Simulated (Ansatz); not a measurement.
Input file for `[OH][In-]([OH])([OH])[SeH2+]`:

```yaml
crystal:
  periodic: [false, false, false]
  atoms:
    - {symbol: O, position_ang: [-1.539101, 1.326165, 0.277042]}
    - {symbol: In, position_ang: [-0.543456, -0.387090, 0.046632]}
    - {symbol: O, position_ang: [0.137057, -0.822568, -1.782691]}
    - {symbol: O, position_ang: [-0.776116, -1.836714, 1.386190]}
    - {symbol: Se, position_ang: [1.998400, 0.797396, 0.753101]}
    - {symbol: H, position_ang: [-2.180974, 1.278604, 0.989335]}
    - {symbol: H, position_ang: [-0.314029, -0.312685, -2.459801]}
    - {symbol: H, position_ang: [-0.547257, -2.694997, 1.021706]}
    - {symbol: H, position_ang: [1.385564, 2.089829, 0.415543]}
    - {symbol: H, position_ang: [2.379922, 0.562060, -0.647056]}
basis:
  gaussian: {orbitals: def2-TZVPP}
correlation: {method: ccsd_t}
output: {orbitals: {seedname: orbitals}}
```

```sh
$ ansatz run in.yaml --threads 4 --pin off --events-out ev --progress --plain --max-ram 11315MiB
```

Log, shortened:

```
Functional definition: HF
1799 factors; integrals over basis functions are off by at most 1.2e-3 eV
mean field evaluation 1: about -76637.4757 eV, gradient 6.9e1 eV
mean field evaluation 2: about -76637.5909 eV, gradient 6.9e1 eV
mean field evaluation 4: about -76646.4002 eV, gradient 3.6e0 eV
mean field evaluation 8: about -76646.4889 eV, gradient 3.4e-1 eV
mean field evaluation 16: about -76646.4895 eV, gradient 1.5e-6 eV
mean field -76646.48951779 eV, -2816.7065369222 hartree, gradient 1.5e-6 eV, S^2 0.000000; 0 other end points of the search recorded, 0 dependent functions left out
16 core orbitals not correlated: weight in the atoms' cores, before any rotation towards them, 1.000 or more for the frozen orbitals, at most 0.000 for the correlated occupied ones
reference -76646.48951779 eV, -2816.7065369222 hartree; 26, 26 occupied and 219, 219 virtual orbitals, 1799 factors
second order -35.85353695 eV of doubles, -0.00000000 eV of singles
cycle   1  -34.92912961 eV  change    9.2e-1 eV  update   1.5e-1
cycle   2  -35.79021529 eV  change   -8.6e-1 eV  update   4.6e-2
cycle   3  -36.00406801 eV  change   -2.1e-1 eV  update   2.6e-2
cycle   4  -35.98159779 eV  change    2.2e-2 eV  update   7.2e-3
cycle   5  -35.97624253 eV  change    5.4e-3 eV  update   3.2e-3
cycle   6  -35.97846946 eV  change   -2.2e-3 eV  update   1.1e-3
cycle   7  -35.97803879 eV  change    4.3e-4 eV  update   4.3e-4
cycle   8  -35.97783175 eV  change    2.1e-4 eV  update   1.4e-4
cycle   9  -35.97792182 eV  change   -9.0e-5 eV  update   6.2e-5
cycle  10  -35.97797205 eV  change   -5.0e-5 eV  update   2.4e-5
perturbative correction -1.27854249 eV, -0.0469855700 hartree
Total energy: -76683.74603234 eV, -2818.0756885784 hartree
```

It took 11 min on 4 threads of an Arm Neoverse V1 on a shared host, with 7.3 GiB of host memory at the peak.

Correlation energy per correlated electron: -0.716 eV. T1 diagnostic: 0.0142.
